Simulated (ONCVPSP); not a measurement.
# What one change does to a pseudopotential (magnesium (Mg), ONCV)

* Element: magnesium
* Generator: ONCVPSP 4.0.1
* Type: optimised norm-conserving Vanderbilt (ONCV)
* Functional: LDA (Perdew-Wang 92)
* Relativity: scalar-relativistic
* Frozen core: [He]
* Valence charge: 10
* Reference configuration: 2s2 2p6 3s1 3p1
* Partial waves: 2s+3s: rc 1.15 bohr, ncon 3, nbas 7, qcut 8.7 1/bohr, 2 projectors; 2p+3p: rc 1.05 bohr, ncon 4, nbas 9, qcut 11.2 1/bohr, 2 projectors; d scattering state at 0.42 Ha: rc 1.20 bohr, ncon 4, nbas 8, qcut 7.2 1/bohr, 2 projectors, debl 2.4 Ha
* Local potential: polynomial inside 0.95 bohr (lpopt 5, dvloc0 0 Ha)
* Core correction: Teter function fitted to the true core (icmod 2), fcfact 0.5

Change: s: qcut 7.8; p: qcut 10; d: qcut 6.4.

Cutoffs: the cutoffs (Ha) at which the residual kinetic energy of the hardest occupied pseudo-wave falls to 1 and 0.1 mHa per electron; they do not see the model core or the augmentation charge, which bear on the density cutoff. Errors are all-electron minus pseudo energies relative to the spin-unpolarised reference configuration.

**Question.** How do hardness, ghosts and transferability respond?

**Answer.** The potential gets harder (56 Ha and 86 Ha → 62 Ha and 232 Ha); the errors of the 4 common tests hardly move; neither file shows a bound ghost.

```tsv
quantity	base	changed
cutoff, loose	56 Ha	62 Ha
cutoff, tight	86 Ha	232 Ha
loose cutoff by channel	s 22 Ha, p 56 Ha	s 21 Ha, p 62 Ha
bound ghosts	none	none
GHOST(+) flags under 300 eV	none	none
error for 2s2 2p6 3s2 3p0, meV [ΔE -3.52 eV]	-0.1	-0.1
error for 2s2 2p6 3s1 3p0, meV [ΔE 4.55 eV]	+0.1	+0.1
error for 2s2 2p6 3s0 3p0, meV [ΔE 19.59 eV]	-0.7	-0.7
error for 2s1 2p6 3s2 3p0, meV [ΔE 87.40 eV]	-291	-316
s: phases at 1.17 bohr within 0.05 rad from the reference energy up to (Ha; the scan ends near 5)	to the end of the scan	to the end of the scan
p: phases at 1.07 bohr within 0.05 rad from the reference energy up to (Ha; the scan ends near 5)	to the end of the scan	to the end of the scan
d: phases at 1.22 bohr within 0.05 rad from the reference energy up to (Ha; the scan ends near 5)	to the end of the scan	to the end of the scan
rms error of d²Exc/dni dnj with the model core, mHa	0.92	0.80
```
